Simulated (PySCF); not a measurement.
C3H10Si2.
InChI=1S/C3H10Si2/c1-3(5)2-4/h2H,1,4-5H3/b3-2+

Theory: PBE0-D3(BJ)/def2-SVP geometry optimisation, gas phase (PySCF 2.14.0).

Masses are those of the commonest isotopes; rigid-rotor values at the optimised geometry. 

Q: What are A, B and C (MHz)?

A: Ia = 77.70, Ib = 364.66, Ic = 427.48 u·Å²; 505379 MHz·u·Å²/I gives A = 6504, B = 1386, C = 1182 MHz.

Q: Classify the top.

A: A near-prolate asymmetric top. Ray's parameter κ = (2B − A − C)/(A − C) = -0.923; −1 is the prolate and +1 the oblate limit.

Q: Is it planar, by Δ = Ic − Ia − Ib?

A: Not planar: Δ = Ic − Ia − Ib = -14.88 u·Å². For a rigid frame Δ = −2 Σ m c², so Σ m c² = 7.44 u·Å² lies off the ab plane, practically all of it from hydrogen. The atom farthest from that plane is 1.23 Å away.

Q: Give the other two planar moments, Paa and Pbb, and the rms extents of the mass along the axes.

A: Paa = Σ m a² = (Ib + Ic − Ia)/2 = 357.21 and Pbb = Σ m b² = (Ia + Ic − Ib)/2 = 70.26 u·Å². With the mass M = 102.03 u, the rms extents √(P/M) along a, b and c are 1.87, 0.83, 0.27 Å.

Q: Which lines would a microwave search look for?

A: The dipole components are |μa| = 0.31 D, |μb| = 0.52 D, |μc| = 0.01 D. The squared components, which scale the intensities, stand as 0.34 : 1.00 : 0.00 (a : b : c). Some lines, for components of 0.1 D or more:

| type | branch | J(Ka,Kc) | MHz | lower level (cm⁻¹) |
| --- | --- | --- | --- | --- |
| a | R | 2(0,2) ← 1(0,1) | 5130 | 0.086 |
| b | Q | 4(1,3) ← 4(0,4) | 6311 | 0.854 |
| b | Q | 5(1,4) ← 5(0,5) | 6911 | 1.278 |
| a | R | 4(3,2) ← 3(3,1) | 10284 | 2.081 |
| a | R | 5(1,5) ← 4(1,4) | 12307 | 0.996 |
| b | R | 2(2,0) ← 1(1,1) | 20904 | 0.256 |
| b | R | 4(3,2) ← 3(2,1) | 36357 | 1.211 |
| b | Q | 5(4,2) ← 5(3,3) | 36522 | 2.853 |
| b | R | 5(3,3) ← 4(2,2) | 38890 | 1.556 |
| b | R | 5(4,2) ← 4(3,1) | 49381 | 2.424 |
| b | R | 5(5,1) ← 4(4,0) | 59820 | 3.643 |

PBE0-D3(BJ)/def2-SVP frequencies: not computed here. Constants of a rigid frame at the computed geometry: no zero-point averaging, no centrifugal distortion. A rigid rotor knows nothing of internal rotation, which can split or shift real lines.
